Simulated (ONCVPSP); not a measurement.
# Ce (Z = 58): variants of one ONCV potential

Base potential:

ONCVPSP 4.0.1 input, shortened (lines: element, Z, core and valence counts, functional; n l f; lmax; l rc ep ncon nbas qcut; lloc lpopt rc5 dvloc0; l nproj debl; icmod fcfact rcfact), PBE, scalar-relativistic:

```
  Ce 58.00    9    5        4      upf
    1    0    2.00
    2    0    2.00
    2    1    6.00
    3    0    2.00
    3    1    6.00
    3    2   10.00
    4    0    2.00
    4    1    6.00
    4    2   10.00
    4    3    1.00
    5    0    2.00
    5    1    6.00
    5    2    1.00
    6    0    1.50
    3
    0    2.50    0.00    5    9    5.70
    1    2.15    0.00    4    8    6.60
    2    3.30    0.00    4    8    5.20
    3    0.85    0.00    4    9   14.90
    3    5    0.85    0.00
    0    2    3.60
    1    1    2.80
    2    2    2.90
    3    0    0.60
    3    5.25    1.75
```

Cutoffs, loose and tight: the cutoffs (Ha) at which the residual kinetic energy of the hardest occupied pseudo-wave falls to 1 and 0.1 mHa per electron. They do not see the model core or the augmentation charge, which bear on the density cutoff. Test errors are all-electron minus pseudo excitation energies from the reference, over the configurations 4f1 5s2 5p6 5d1 6s2; 4f1 5s2 5p6 5d1 6s1; 4f1 5s2 5p6 5d1 6s0; 4f1 5s2 5p6 5d1 6s1 6p1. A dash means not determined; rows that change the core or the reference have their own tests. The largest error is taken over the tests solved by every variant that gives reliable tests at all: 4f1 5s2 5p6 5d1 6s0; 4f1 5s2 5p6 5d1 6s1; 4f1 5s2 5p6 5d1 6s2.

A true bound ghost makes a file unfit for plane-wave use even where its test errors are small: the radial tests pick states by their node count and pass the ghost by.

| change | outcome | cutoff, loose | cutoff, tight | bound ghosts | GHOST(+) flags above zero | largest test error (meV) |
| --- | --- | --- | --- | --- | --- | --- |
| base | generated | 221 Ha | 471 Ha | s, p, d | none | -23 |
| core correction Teter function, fcfact 2.1, rcfact 1.75 | generated | 221 Ha | 471 Ha | s, p, d | none | -12 |
| core correction Teter function, fcfact 2.7, rcfact 1.75 | generated | 221 Ha | 471 Ha | s, p, d | none | -14 |
| core correction Teter function, fcfact 3.6, rcfact 1.75 | generated | 221 Ha | 471 Ha | s, p, d | none | -18 |
| core correction Teter function, fcfact 4, rcfact 1.75 | generated | 221 Ha | 471 Ha | s, p, d | none | -19 |
| core correction Teter function, fcfact 4.9, rcfact 1.75 | generated | 221 Ha | 471 Ha | s, p, d | none | -22 |
| core correction Teter function, fcfact 5.6, rcfact 1.75 | generated | 221 Ha | 471 Ha | s, p, d | none | -24 |
| core correction Teter function, fcfact 6.4, rcfact 1.75 | generated | 221 Ha | 471 Ha | s, p, d | none | -27 |
| core correction Teter function, fcfact 7, rcfact 1.75 | generated | 221 Ha | 471 Ha | s, p, d | none | -29 |
| core correction Teter function, fcfact 7.8, rcfact 1.75 | generated | 221 Ha | 471 Ha | s, p, d | none | -31 |

What comes out with this change to the base: core correction Teter function, fcfact 1.4, rcfact 1.75?

outcome: generated; cutoff, loose: 221 Ha; cutoff, tight: 471 Ha; bound ghosts: s, p, d; GHOST(+) flags above zero: none; largest test error (meV): -9.4.

Reading the sweep of the fcfact (base included, trends over the rows without a ghost): Bound ghosts are found at 1.4, 2.1, 2.7, 3.6, 4, 4.9, 5.25, 5.6, 6.4, 7, 7.8. Every judged row has one, so this setting neither creates nor removes them.
